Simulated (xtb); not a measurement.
A run for xtb: GFN1-xTB on BrH4N (a complex), monomers drawn apart or pushed together.

```
$ xtb mol.xyz --gfn 1 --sp --chrg 0 --uhf 0
6

N      0.26345380    -0.02254708     0.44609692
H      1.19578216     0.03114137     0.05176046
H     -0.17631292    -0.87701481     0.12344239
H     -0.27657851     0.76685154     0.11019515
Br     0.41697702     0.01432547     3.85415895
H      0.34887388    -0.00204520     2.34219180
```

The head of its log:

```
[...]
           -------------------------------------------------
          |                Calculation Setup                |
           -------------------------------------------------



molecular fragmentation (1/2 indicates fragments):
111122
# atoms in fragment 1/2:     4     2
 fragment masses (1/2) :       17.03       80.91
CMA distance (Bohr)    :   6.529
constraining FC (au)   :  0.0500

           -------------------------------------------------
          |                 G F N 1 - x T B                 |
           -------------------------------------------------

        Reference                      10.1021/acs.jctc.7b00118
      * Hamiltonian:
        H0-scaling (s, p, d)           1.850000    2.250000    2.000000
        zeta-weighting                 0.000000
      * Dispersion:
        s8                             2.400000
        a1                             0.630000
        a2                             5.000000
        s9                             0.000000
      * Repulsion:
        kExp                           1.500000
        rExp                           1.000000
      * Coulomb:
        alpha                          2.000000
        third order                    atomic
        anisotropic                    false
      * Halogen bond correction:
        rad-scale                      1.300000
        damping                        0.440000


          ...................................................
          :                      SETUP                      :
          :.................................................:
          :  # basis functions                  22          :
          :  # atomic orbitals                  21          :
          :  # shells                           13          :
          :  # electrons                        16          :
          :  # halogen bonds                     1          :
          :  max. iterations                   250          :
          :  Hamiltonian                  GFN1-xTB          :
          :  restarted?                      false          :
          :  GBSA solvation                  false          :
          :  PC potential                    false          :
          :  electronic temp.          300.0000000     K    :
          :  accuracy                    1.0000000          :
          :  -> integral cutoff          0.2500000E+02      :
          :  -> integral neglect         0.1000000E-07      :
          :  -> SCF convergence          0.1000000E-05 Eh   :
          :  -> wf. convergence          0.2000000E-04 e    :
          :  Broyden damping             0.4000000          :
          :  net charge                          0          :
          :  unpaired electrons                  0          :
          ...................................................

 iter      E             dE          RMSdq      gap      omega  full diag
   1     -9.3068163 -0.930682E+01  0.437E+00    6.06       0.0  T
   2     -9.3113988 -0.458245E-02  0.265E+00    6.01       1.0  T
```

### Question
Give the final energy of this run.

### Answer
-9.2530 hartree.
